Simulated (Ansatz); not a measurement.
C4H9Ga, SMILES `C=C(C)[CH2][GaH2]`. The species carries charge 0 and has multiplicity 1.

```xyz
14

C    -0.103   -0.742    1.273
C     0.447    0.017    0.287
C     0.577    1.500    0.448
C     0.712   -0.536   -1.048
Ga   -1.305   -0.733   -1.001
H    -0.127   -1.824    1.206
H    -0.413   -0.297    2.210
H     1.638    1.766    0.444
H     0.130    1.852    1.378
H     0.111    2.026   -0.389
H     1.148   -1.532   -1.065
H     1.190    0.147   -1.742
H    -2.178    0.557   -1.131
H    -1.826   -2.199   -0.871
```

**Question.** List the harmonic frequencies (cm⁻¹, unscaled) at PBE0-D4/def2-TZVP in Ansatz. (Estimate.)

**Answer.** The calculation gave: 101, 154, 182, 353, 389, 427, 442, 483, 557, 593, 720, 735, 781, 860, 873, 941, 985, 1010, 1059, 1088, 1323, 1399, 1428, 1459, 1471, 1485, 1622, 1984, 1990, 3049, 3113, 3129, 3148, 3160, 3211, 3253.

**Question.** Is this a minimum?

**Answer.** Yes, all 36 modes are real.

**Question.** Give the ideal-gas thermochemistry at 298.15 K and 1 bar (rigid rotor, harmonic oscillator; point group C1, symmetry number 1).

**Answer.** Zero-point energy 292.8 kJ/mol; H(298) − E = 314.3 kJ/mol; entropy 346.8 J/(mol·K), of which translation 169.3, rotation 112.5, vibration 65.1; G(298) − E = 210.9 kJ/mol.

**Question.** And at 400, 500, 600, 800 and 1000 K?

**Answer.** 
| T (K) | H − E (kJ/mol) | S (J/mol/K) | G − E (kJ/mol) |
| --- | --- | --- | --- |
| 400 | 328.2 | 386.6 | 173.5 |
| 500 | 344.5 | 422.9 | 133.0 |
| 600 | 363.0 | 456.7 | 89.0 |
| 800 | 405.4 | 517.4 | -8.5 |
| 1000 | 453.1 | 570.5 | -117.4 |
